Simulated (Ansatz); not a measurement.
Species: C4H8, charge 0, multiplicity 1. 
Geometry from a B3LYP-D3(BJ)/def2-TZVP (Ansatz, a program for electronic structure) optimisation:
SMILES: C(/C)=C\C
```xyz
12

C     -1.9511     0.1325    -0.0440
C     -0.5069     0.2933     0.3131
C      0.5069    -0.2933    -0.3131
C      1.9511    -0.1325     0.0440
H     -2.0781    -0.5365    -0.8965
H     -2.4059     1.0950    -0.2963
H     -2.5235    -0.2738     0.7952
H     -0.2899     0.9466     1.1559
H      0.2899    -0.9466    -1.1559
H      2.0781     0.5365     0.8965
H      2.5235     0.2738    -0.7952
H      2.4059    -1.0950     0.2963
```

Computed values are from Ansatz. Cores are frozen in the correlated levels unless marked. UHF or UKS for open shells. No spin-orbit coupling. Non-relativistic. Basis-set limits of correlation are two-point, X^-3; Hartree-Fock from the larger set. The bracket is a focal-point correction in the basis named.

```json
{
 "atomisation energy De": "1156.2 kcal/mol at RI-MP2/CBS(aug-cc-pVTZ,aug-cc-pVQZ)+[CCSD(T)-MP2]/aug-cc-pVTZ",
 "total_energy": "-157.0085 Eh at RI-MP2/CBS(aug-cc-pVTZ,aug-cc-pVQZ)+[CCSD(T)-MP2]/aug-cc-pVTZ",
 "dipole_moment": "0.00 D at CCSD(T)/aug-cc-pVDZ",
 "T1 diagnostic": "0.010 at CCSD/aug-cc-pVTZ",
 "measured enthalpy of formation, 298 K": "-2.7 kcal/mol (Active Thermochemical Tables 1.112 (ions: stationary electron), as tabulated in the package chemicals)",
 "measured_dipole_moment": "0.00 D (NIST CCCBDB, as tabulated in the package chemicals; older table, unchecked)"
}
```
